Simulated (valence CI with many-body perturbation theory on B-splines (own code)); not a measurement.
E1 transitions of Kr XXIV

Calculated by relativistic CI+MBPT: three valence electrons over a frozen Dirac-Fock core [Ne], a basis of 11 s, 11 p, 9 d, 7 f, 5 g, 2 h, 1 i functions for each j, with the one-electron correlation potential Σ1, the two-electron term Σ2, the three-electron term Σ3, Breit, model QED; selected CI, second order for the rest (own B-spline code, finite nucleus).

No measured spectrum was set against this ion. As an estimate, levels of excited configurations hold to 0.05 to 0.15 % of their energy, terms of the ground configuration to about 0.5 %.

Lines 151 to 200 of 277 in falling wavelength, among levels below 248.37 eV, chosen from the strongest by gf and those to the six lowest levels. Wavelengths and rates use the calculated energies, so an error of 500 cm⁻¹ moves a line at 138.0 Å by 0.069 % and its rate by three times that or more. Electric multipoles are in the length gauge, E1 and E2 with the static RPA response of the core. Weak lines are less certain than strong ones. Lines between different terms over intervals too small for the method are left out, as are lines whose strength nearly cancels. Where a level lies close to another of its J and parity, the split of strength between their lines is uncertain. The highest levels of a list are the least certain.

Names give the largest LS component (configuration and term), which can be under half, so a name can repeat, a term be missing and a line seem to break the LS rules; names also repeat where a configuration has a term twice. Letters in brackets count levels of one name in rising energy.

| λ vac (Å) | Upper | Lower | A (s⁻¹) | log gf | Branch % |
| --- | --- | --- | --- | --- | --- |
| 138.0 | 3s 3p 3d 2D°_5/2 [a] | 3s 3p2 2D_5/2 | 4.73e+10 | -0.09 | 87.9 |
| 137.9 | 3s 3p 3d 4P°_5/2 | 3s 3p2 4P_5/2 | 7.95e+09 | -0.87 | 15.0 |
| 137.5 | 3s 3p 3d 4D°_3/2 | 3s 3p2 4P_5/2 | 4.72e+08 | -2.27 | 0.7 |
| 137.0 | 3s 3p 3d 4F°_3/2 | 3s 3p2 4P_1/2 | 3.40e+06 | -4.42 | 0.1 |
| 136.9 | 3s 3p 3d 2D°_3/2 | 3s 3p2 2D_3/2 | 5.50e+10 | -0.21 | 74.1 |
| 136.3 | 3s 3p 3d 2P°_1/2 [b] | 3s 3p2 2P_3/2 | 4.01e+10 | -0.65 | 27.8 |
| 135.4 | 3p3 2P°_1/2 | 3s 3p2 4P_3/2 | 3.13e+08 | -2.76 | 0.7 |
| 135.3 | 3p2 3d 2P_3/2 [b] | 3p3 2P°_3/2 | 2.55e+10 | -0.55 | 30.9 |
| 135.3 | 3p2 3d 2S_1/2 | 3p3 2P°_3/2 | 4.52e+10 | -0.61 | 46.4 |
| 134.8 | 3p2 3d 4P_5/2 | 3p3 4S°_3/2 | 2.99e+10 | -0.31 | 28.6 |
| 134.4 | 3s 3p 3d 2P°_1/2 [b] | 3s 3p2 2S_1/2 | 1.67e+10 | -1.04 | 11.6 |
| 134.1 | 3s2 3d 2D_3/2 | 3s2 3p 2P°_3/2 | 2.85e+10 | -0.51 | 30.5 |
| 133.7 | 3p3 2P°_3/2 | 3s 3p2 4P_5/2 | 3.24e+08 | -2.46 | 0.7 |
| 133.5 | 3s 3d2 4F_5/2 | 3p3 2P°_3/2 | 7.29e+09 | -0.93 | 7.2 |
| 133.4 | 3p2 3d 4P_3/2 | 3p3 4S°_3/2 | 9.48e+09 | -0.99 | 8.6 |
| 133.0 | 3p2 3d 4P_5/2 | 3p3 2D°_5/2 | 1.78e+10 | -0.55 | 17.0 |
| 132.9 | 3s 3p 3d 2D°_5/2 [b] | 3s 3p2 2P_3/2 | 9.65e+10 | 0.19 | 65.1 |
| 132.5 | 3s 3p 3d 2P°_3/2 [c] | 3s 3p2 2P_3/2 | 5.54e+10 | -0.23 | 37.9 |
| 132.4 | 3s 3p2 2S_1/2 | 3s2 3p 2P°_1/2 | 6.33e+09 | -1.48 | 11.2 |
| 132.3 | 3s 3p 3d 2P°_3/2 [b] | 3s 3p2 2S_1/2 | 7.23e+10 | -0.12 | 57.8 |
| 132.2 | 3s 3p 3d 2D°_5/2 [a] | 3s 3p2 2D_3/2 | 1.51e+09 | -1.63 | 2.8 |
| 131.9 | 3s 3d2 4F_3/2 | 3s 3p 3d 4D°_1/2 | 3.77e+10 | -0.41 | 35.0 |
| 131.8 | 3s2 3d 2D_5/2 | 3s2 3p 2P°_3/2 | 7.13e+10 | 0.05 | 100.0 |
| 131.6 | 3p2 3d 2S_1/2 | 3s 3p 3d 4D°_3/2 | 1.72e+10 | -1.05 | 17.7 |
| 131.3 | 3s 3p 3d 4P°_5/2 | 3s 3p2 4P_3/2 | 4.06e+10 | -0.20 | 76.8 |
| 130.9 | 3s 3p 3d 4D°_3/2 | 3s 3p2 4P_3/2 | 4.32e+09 | -1.35 | 6.8 |
| 130.9 | 3s 3p 3d 2P°_3/2 [a] | 3s 3p2 2P_1/2 | 8.92e+10 | -0.04 | 75.5 |
| 130.6 | 3s 3p2 2P_3/2 | 3s2 3p 2P°_1/2 | 2.85e+10 | -0.54 | 29.9 |
| 130.0 | 3s 3p 3d 4D°_1/2 | 3s 3p2 4P_3/2 | 2.34e+09 | -1.93 | 2.8 |
| 129.9 | 3s 3d2 4F_5/2 | 3s 3p 3d 4D°_3/2 | 2.53e+10 | -0.42 | 25.0 |
| 129.7 | 3p2 3d 2F_7/2 [b] | 3s 3p 3d 4P°_5/2 | 8.07e+09 | -0.79 | 6.7 |
| 127.9 | 3s 3p 3d 2F°_7/2 [a] | 3s 3p2 2D_5/2 | 3.16e+10 | -0.21 | 72.7 |
| 127.7 | 3p2 3d 4P_1/2 | 3p3 4S°_3/2 | 6.13e+10 | -0.52 | 49.4 |
| 127.5 | 3p3 2P°_3/2 | 3s 3p2 4P_3/2 | 1.38e+10 | -0.87 | 28.4 |
| 127.4 | 3p2 3d 2P_3/2 [b] | 3p3 2P°_1/2 | 1.23e+10 | -0.92 | 14.9 |
| 126.5 | 3p3 2P°_1/2 | 3s 3p2 4P_1/2 | 6.04e+05 | -5.54 | 0.0 |
| 126.2 | 3s 3p 3d 4D°_5/2 | 3s 3p2 4P_5/2 | 4.29e+10 | -0.21 | 57.7 |
| 126.1 | 3s 3p 3d 4D°_7/2 | 3s 3p2 4P_5/2 | 6.40e+10 | 0.09 | 92.6 |
| 125.5 | 3s 3p 3d 4P°_3/2 | 3s 3p2 4P_5/2 | 1.92e+10 | -0.74 | 29.2 |
| 125.0 | 3p2 3d 4P_5/2 | 3p3 2D°_3/2 | 1.89e+10 | -0.58 | 18.1 |
| 124.4 | 3s 3p 3d 2F°_5/2 [a] | 3s 3p2 4P_5/2 | 8.06e+09 | -0.95 | 17.5 |
| 124.4 | 3p2 3d 2P_1/2 [a] | 3p3 2D°_3/2 | 4.58e+10 | -0.67 | 60.4 |
| 124.2 | 3p2 3d 2D_5/2 | 3p3 4S°_3/2 | 9.65e+09 | -0.87 | 9.3 |
| 124.1 | 3p2 3d 2D_3/2 [a] | 3p3 4S°_3/2 | 5.07e+10 | -0.33 | 46.8 |
| 124.1 | 3s 3d2 4F_5/2 | 3s 3p 3d 4F°_7/2 | 6.20e+09 | -1.07 | 6.1 |
| 123.8 | 3p2 3d 4P_3/2 | 3p3 2D°_3/2 | 6.35e+10 | -0.23 | 57.7 |
| 123.6 | 3p2 3d 2F_5/2 [b] | 3s 3p 3d 4F°_3/2 | 6.51e+09 | -1.05 | 5.2 |
| 123.4 | 3s 3p 3d 2D°_3/2 | 3s 3p2 4P_5/2 | 6.98e+08 | -2.20 | 0.9 |
| 122.7 | 3p2 3d 2D_5/2 | 3p3 2D°_5/2 | 2.89e+10 | -0.41 | 28.0 |
| 122.6 | 3s 3p 3d 4D°_3/2 | 3s 3p2 4P_1/2 | 5.24e+10 | -0.33 | 82.6 |

(1) How does gf follow from A for the line at 133.5 Å?

Results:

(1) gf = 1.4992 × (2J+1)_upper × A / σ², with σ = 749202 cm⁻¹ and 2J+1 = 6: gf = 0.117.
